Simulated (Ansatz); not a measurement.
Abridged output of a molecular run in Ansatz:

```
Functional definition: HF
1169 factors; integrals over basis functions are off by at most 1.2e-3 eV
mean field evaluation 1: about -68790.2898 eV, gradient 2.0e1 eV
mean field evaluation 2: about -68790.5389 eV, gradient 2.0e1 eV
mean field evaluation 4: about -68792.1254 eV, gradient 4.7e0 eV
mean field evaluation 8: about -68792.1718 eV, gradient 3.9e-1 eV
mean field -68792.17231347 eV, -2528.0657035109 hartree, gradient 2.9e-6 eV, S^2 0.000000; 0 other end points of the search recorded, 0 dependent functions left out
19 core orbitals not correlated: weight in the atoms' cores, before any rotation towards them, 1.000 or more for the frozen orbitals, at most 0.000 for the correlated occupied ones
reference -68792.17231347 eV, -2528.0657035109 hartree; 13, 13 occupied and 158, 158 virtual orbitals, 1169 factors
second order -22.29135497 eV of doubles, -0.00000000 eV of singles
cycle   1  -21.34082144 eV  change    9.5e-1 eV  update   1.2e-1
cycle   2  -22.00264248 eV  change   -6.6e-1 eV  update   4.7e-2
cycle   3  -22.15377020 eV  change   -1.5e-1 eV  update   2.0e-2
cycle   4  -22.12434636 eV  change    2.9e-2 eV  update   5.7e-3
cycle   5  -22.11676081 eV  change    7.6e-3 eV  update   2.2e-3
cycle   6  -22.11880996 eV  change   -2.0e-3 eV  update   6.0e-4
cycle   7  -22.11862630 eV  change    1.8e-4 eV  update   2.3e-4
cycle   8  -22.11836471 eV  change    2.6e-4 eV  update   5.8e-5
cycle   9  -22.11841927 eV  change   -5.5e-5 eV  update   2.1e-5
cycle  10  -22.11844502 eV  change   -2.6e-5 eV  update   7.5e-6
perturbative correction -0.74889336 eV, -0.0275213233 hartree
Total energy: -68815.03965185 eV, -2528.9060626965 hartree
```

Its atoms:

Cartesian coordinates in Å:
```
Si 0.179 -0.042 0.854
Zn -0.301 0.071 -1.443
Cl -0.734 0.171 -3.512
H -0.164 1.242 1.525
H -0.604 -1.130 1.500
H 1.625 -0.312 1.077
```

Question: Which basis set was used?
A. cc-pV(D+d)Z
B. def2-TZVPP
C. def2-QZVPP
D. cc-pV(Q+d)Z

Answer: B. It gives 190 functions.

Question: Write the keys of the input that set method, charge and spin (a neutral closed shell needs none for the last two).

Answer: 
```yaml
correlation: {method: ccsd_t, frozen_orbitals: {Cl: 5, H: 0, Si: 5, Zn: 9}}
```
